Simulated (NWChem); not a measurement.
System: InCl₃; SMILES [Cl][In]([Cl])[Cl]

Here is an NWChem input.

```
start job
memory heap 200 mb stack 900 mb global 1100 mb
geometry units angstroms noautoz
  In     0.000000     0.000000     0.000000
  Cl     1.609854    -1.671806     0.000000
  Cl    -2.252754    -0.558271     0.000000
  Cl     0.642900     2.230077     0.000000
end
basis spherical
  * library sto-3g
end
dft
  xc xtpss03 ctpss03
  iterations 150
  mulliken
end
task dft energy
```

Excerpt of the output:

```
             Northwest Computational Chemistry Package (NWChem) 7.3.0
             --------------------------------------------------------

 C3H symmetry detected

                             Geometry "geometry" -> ""
                             -------------------------

 Output coordinates in angstroms (scale by  1.889725989 to convert to a.u.)

  No.       Tag          Charge          X              Y              Z
 ---- ---------------- ---------- -------------- -------------- --------------
    1 In                  49.0000     0.00000000    -0.00000000     0.00000000
    2 Cl                  17.0000    -1.71531157    -1.56341665     0.00000000
    3 Cl                  17.0000    -0.49630275     2.26721171     0.00000000
    4 Cl                  17.0000     2.21161431    -0.70379507     0.00000000

 Effective nuclear repulsion energy (a.u.)     683.9165898706

      Symmetry information
      --------------------

 Group name             C3h
 Group number             22
 Group order               6
 No. of unique centers     2

                                 NWChem DFT Module
                                 -----------------

 Summary of "ao basis" -> "ao basis" (spherical)
 ------------------------------------------------------------------------------
       Tag                 Description            Shells   Functions and Types
 ---------------- ------------------------------  ------  ---------------------
 In                          sto-3g                 11       27   5s4p2d
 Cl                          sto-3g                  5        9   3s2p

      Symmetry analysis of basis
      --------------------------

        a'         14
        e'+        13
        e'-        13
        a"          6
        e"+         4
        e"-         4

  Rotation of axis

            General Information
            -------------------
          SCF calculation type: DFT
          Wavefunction type:  closed shell.
          No. of atoms     :     4
          No. of electrons :   100
           Alpha electrons :    50
            Beta electrons :    50
          Charge           :     0
          Spin multiplicity:     1
          Use of symmetry is: on ; symmetry adaption is: on
          Maximum number of iterations: 150
          AO basis - number of functions:    54
                     number of shells:    26
          Convergence on energy requested:  1.00D-06
          Convergence on density requested:  1.00D-05
          Convergence on gradient requested:  5.00D-04

              XC Information
              --------------
                  TPSS metaGGA Exchange Functional  1.000
             TPSS03 metaGGA Correlation Functional  1.000

             Grid Information
             ----------------
          Grid used for XC integration:  medium
          Radial quadrature: Mura-Knowles
          Angular quadrature: Lebedev.
          Tag              B.-S. Rad. Rad. Pts. Rad. Cut. Ang. Pts.
          ---              ---------- --------- --------- ---------
          In                  1.55      123           7.0       590
          Cl                  1.00       88          10.0       590
          Grid pruning is: on
          Number of quadrature shells:   211
          Spatial weights used:  Erf1

      Superposition of Atomic Density Guess
      -------------------------------------

 Sum of atomic energies:       -7046.43846135

      Non-variational initial energy
      ------------------------------

 Total energy =   -7046.435705
 1-e energy   =  -11133.009942
 2-e energy   =    3402.657647
 HOMO         =      -0.330123
 LUMO         =       0.108056

      Symmetry analysis of molecular orbitals - initial
      -------------------------------------------------

  Numbering of irreducible representations:

     1 a'          2 e'+         3 e'-         4 a"          5 e"+
     6 e"-

  Orbital symmetries:

     1 a'          2 a'          3 e'+         4 e'+         5 a"
     6 a'          7 e'+         8 e'+         9 a'         10 e'+
    11 e'+        12 a"         13 e'+        14 e'+        15 a'
    16 e"+        17 e"+        18 a'         19 e'+        20 e'+
    21 a'         22 e'+        23 e'+        24 a"         25 e'+
    26 e'+        27 a'         28 e"+        29 e"+        30 a'
    31 e'+        32 e'+        33 a"         34 a'         35 e'+
    36 e'+        37 a'         38 e'+        39 e'+        40 e"+
    41 e"+        42 a'         43 e'+        44 e'+        45 a"
    46 a'         47 e"+        48 e"+        49 e'+        50 e'+
    51 a'         52 a"         53 e'+        54 e'+

     ---------------------------------------------
      Total Density - Mulliken Population Analysis
     ---------------------------------------------

    Atom       Charge   Shell Charges
 -----------   ------   -------------------------------------------------------
    1 In  49    47.08   2.00  2.00  6.00  2.00  5.99  2.01  5.96  0.63  0.53 10.00  9.95
    2 Cl  17    17.64   2.00  2.00  5.99  1.98  5.67
    3 Cl  17    17.64   2.00  2.00  5.99  1.98  5.67
    4 Cl  17    17.64   2.00  2.00  5.99  1.98  5.67

   convergence    iter        energy       DeltaE   RMS-Dens  Diis-err
 ---------------- ----- ----------------- --------- --------- ---------
 d= 0,ls=0.0,diis     1  -7050.3267047744 -7.73D+03  4.48D-02  3.47D-01
 d= 0,ls=0.0,diis     2  -7050.3268744832 -1.70D-04  2.38D-02  3.97D-01
 d= 0,ls=0.0,diis     3  -7050.4414341413 -1.15D-01  3.54D-03  9.05D-03
 d= 0,ls=0.0,diis     4  -7050.4439040722 -2.47D-03  3.84D-04  4.60D-05
 d= 0,ls=0.0,diis     5  -7050.4439193750 -1.53D-05  1.34D-05  1.64D-07

 !! scf_movecs_sym_adapt:    2 vectors were symmetry contaminated

  Symmetry fudging
 d= 0,ls=0.0,diis     6  -7050.4439194177 -4.27D-08  1.27D-06  7.81D-10

         Total DFT energy =    -7050.443919417675
      One electron energy =   -11120.590950635269
           Coulomb energy =     3627.352977492907
    Exchange-Corr. energy =     -241.122536145899
 Nuclear repulsion energy =      683.916589870586

 Numeric. integr. density =      100.000000070267

                  Occupations of the irreducible representations
                  ----------------------------------------------

                     irrep           alpha         beta
                     --------     --------     --------
                     a'               13.0         13.0
                     e'+              24.0         24.0
                     e'-               0.0          0.0
                     a"                5.0          5.0
                     e"+               8.0          8.0
                     e"-               0.0          0.0

                       DFT Final Molecular Orbital Analysis
                       ------------------------------------

 Vector   48  Occ=2.000000D+00  E=-2.116457D-01  Symmetry=e"+
              MO Center=  6.0D-01,  8.8D-01, -1.1D-16, r^2= 4.7D+00
   Bfn.  Coefficient  Atom+Function         Bfn.  Coefficient  Atom+Function
  ----- ------------  ---------------      ----- ------------  ---------------
    45      0.738356  3 Cl pz                54     -0.643605  4 Cl pz
    24     -0.251769  1 In d -1              41     -0.204739  3 Cl pz
    26     -0.180084  1 In d  1              50      0.178465  4 Cl pz
    36     -0.094752  2 Cl pz                19      0.092879  1 In d -1
    21      0.066433  1 In d  1              32      0.026274  2 Cl pz

 Vector   49  Occ=2.000000D+00  E=-1.969211D-01  Symmetry=e'+
              MO Center= -4.9D-01,  9.0D-02,  4.4D-17, r^2= 4.6D+00
   Bfn.  Coefficient  Atom+Function         Bfn.  Coefficient  Atom+Function
  ----- ------------  ---------------      ----- ------------  ---------------
    43      0.566216  3 Cl px                34      0.498169  2 Cl px
    27      0.453603  1 In d  2              35     -0.332846  2 Cl py
    52      0.295914  4 Cl px                23     -0.279684  1 In d -2
    22     -0.167202  1 In d  2              39     -0.156844  3 Cl px
    30     -0.138416  2 Cl px                53     -0.137500  4 Cl py

 Vector   50  Occ=2.000000D+00  E=-1.969211D-01  Symmetry=e'+
              MO Center=  4.9D-01, -9.0D-02, -1.4D-15, r^2= 4.6D+00
   Bfn.  Coefficient  Atom+Function         Bfn.  Coefficient  Atom+Function
  ----- ------------  ---------------      ----- ------------  ---------------
    53      0.610952  4 Cl py                23     -0.453603  1 In d -2
    35      0.408697  2 Cl py                44      0.340650  3 Cl py
    43      0.293559  3 Cl px                27     -0.279684  1 In d  2
    52      0.216074  4 Cl px                49     -0.168959  4 Cl py
    18      0.167202  1 In d -2              31     -0.114186  2 Cl py

 Vector   51  Occ=0.000000D+00  E=-7.144436D-03  Symmetry=a'
              MO Center=  1.3D-14,  4.9D-15,  1.6D-18, r^2= 3.8D+00
   Bfn.  Coefficient  Atom+Function         Bfn.  Coefficient  Atom+Function
  ----- ------------  ---------------      ----- ------------  ---------------
    14      1.064086  1 In s                 44      0.506694  3 Cl py
    52      0.494269  4 Cl px                34     -0.383351  2 Cl px
    35     -0.349405  2 Cl py                33     -0.230231  2 Cl s
    42     -0.230231  3 Cl s                 51     -0.230231  4 Cl s
    10     -0.223622  1 In s                 25     -0.224307  1 In d  0

[...]
```

Level: TPSS/STO-3G, non-relativistic. Coordinates come from a PBE0/def2-SVP (def2 core potentials past Kr) optimisation.
